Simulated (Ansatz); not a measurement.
Consider the substitution at a C–Al bond: `CO[CH2][AlH][SiH3]` + H₂Se → `COC[SeH]` + `[AlH2][SiH3]`.

Gas-phase electronic energies from Ansatz, PBE0-D4/def2-TZVP geometries. CCSD(T)/CBS adds triple-zeta CCSD(T) − MP2 to the extrapolated MP2 energy (def2 sets, frozen cores). This one scheme is used for every species. Functionals use def2-TZVPP. For Se outer-core shells are correlated without core-valence functions, which leaves a few kJ/mol of doubt a bond. Scalar relativity is left out up to krypton. One conformer a species, not always the lowest.

| level | ΔE (kJ/mol) | difference from CCSD(T)/CBS |
| --- | --- | --- |
| PBE-D4 | 15.4 | 1.2 |
| r2SCAN-D4 | 16.1 | 1.9 |
| PBE0-D4 | 15.9 | 1.7 |
| ωB97M-V | 18.7 | 4.5 |
| PBE | 13.9 | -0.3 |
| HF/def2-TZVPP | 7.7 | -6.5 |
| SCS-MP2/def2-TZVPP | 9.4 | -4.8 |
| HF/def2-QZVPP | 7.9 | -6.3 |
| SCS-MP2/def2-QZVPP | 10.1 | -4.1 |
| MP2/CBS(def2) | 11.8 | -2.4 |
| CCSD(T)/CBS | 14.2 | 0 |

Largest T1 diagnostic among the species: 0.012.

In def2-TZVPP, CCSD(T) changes the Hartree–Fock value by +5.5 kJ/mol (the triples alone add −0.3 kJ/mol) and MP2 by +3.1 kJ/mol.
